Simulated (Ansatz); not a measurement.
`Cl[Si](Cl)I`• → 2 Cl• + I• + Si•  (atomization)

Computed with Ansatz on PBE0-D4/def2-TZVP structures; ΔE is electronic, products minus reactants. CCSD(T)/CBS adds triple-zeta CCSD(T) − MP2 to the extrapolated MP2 energy (def2 sets, frozen cores). This one scheme is used for every species, atoms too. No spin–orbit coupling; open shells (•) take unrestricted orbitals. Spin–orbit coupling would lower the free atoms: a little for Cl, Si; strongly for I. Elements past krypton have def2 core potentials. For I outer-core shells are correlated without core-valence functions, so the limit isn't a true one: a few kJ/mol of doubt a bond, and 10 to 20 or more in all where bonds break to atoms.

```
       species  CCSD(T)/CBS(def2) energy (Eh)
`Cl[Si](Cl)I`•                    -1506.16593
           Cl•                     -459.70966
            I•                     -297.40544
           Si•                     -288.94402
```

Problem. Work out ΔE.

Solution. ΔE = 2 × (-459.70966) + (-297.40544) + (-288.94402) − (-1506.16593) = 0.39715 Eh = +10.81 eV.

Largest T1 diagnostic among the species: 0.012.

At CCSD(T), def2-SVP lies −1.57 eV from the extrapolated value and def2-TZVPP −0.63 eV: correlation converges slowly with the basis, and small sets miss more of it in the bonded molecule than in its fragments. From r2SCAN to r2SCAN0 (25 % exact exchange), in def2-TZVPP and without D4, ΔE moves by −0.29 eV: exact exchange takes away binding that semilocal exchange gives to molecules. The D4 term adds +0.34 eV with B3LYP and +0.18 eV with PBE0; it sums over pairs of atoms, weighted by their polarisabilities, and B3LYP, whose exchange is more repulsive, gets the larger term.

B3LYP here is the variant with VWN-RPA as its local correlation; programs differ in this.

For atomizations the MP2-based limit and the directly extrapolated one differ by several kJ/mol either way, and by 10 to 25 for some Ge, Se and Sn compounds, so smaller differences from it don't rank the levels.
